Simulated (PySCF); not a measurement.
## r2SCAN on V (vanadium, neutral)

Configuration: [Ar] 3d3 4s1 4p1, one real determinant (an excited configuration). Computed with PySCF 2.14 in aug-cc-pwCVTZ (10s9p7d4f3g, 127 functions), with the non-relativistic Hamiltonian (point nucleus).

```json
{
  "Total energy": "-943.812 hartree",
  "One-electron energy": "-1294.205 hartree",
  "Hartree (Coulomb) energy": "395.640 hartree",
  "Exchange-correlation energy": "-45.247 hartree",
  "Kinetic energy": "942.75445 hartree",
  "⟨S²⟩": "8.7509",
  "⟨L²⟩": "12.897",
  "Sum of ⟨r⟩": "21.95 bohr",
  "Sum of ⟨r²⟩": "50.68 bohr²",
  "Traceless quadrupole moment −½Σ⟨3z² − r²⟩ along its main axis": "-10.8 e·bohr²",
  "Density at the nucleus (Gaussians lack the cusp)": "8120 bohr⁻³",
  "Spin density at the nucleus": "2.46 bohr⁻³",
  "Langevin diamagnetic susceptibility": "-40.1 ×10⁻⁶ cm³/mol"
}
```

```
shell  electrons  mean orbital energy (eV)  spread (eV)  rms radius, mean of both spins (bohr)
 1s α          1                   -5346.2            0                                 0.0777
 1s β          1                   -5346.2            0                                 0.0777
 2s α          1                   -602.88            0                                  0.337
 2s β          1                   -601.49            0                                  0.337
 2p α          3                   -507.08        0.032                                  0.305
 2p β          3                   -506.01        0.091                                  0.305
 3s α          1                   -72.699            0                                   1.03
 3s β          1                   -69.254            0                                   1.03
 3p α          3                   -46.438        0.315                                   1.11
 3p β          3                   -42.866        0.457                                   1.11
 3d α          3                    -7.355        0.235                                   1.63
 4s α          1                    -5.835            0                                   3.26
 4p α          1                    -2.414            0                                   4.67
```

⟨L²⟩ = 12.90 against 20 for a pure G term, so this real determinant mixes terms.
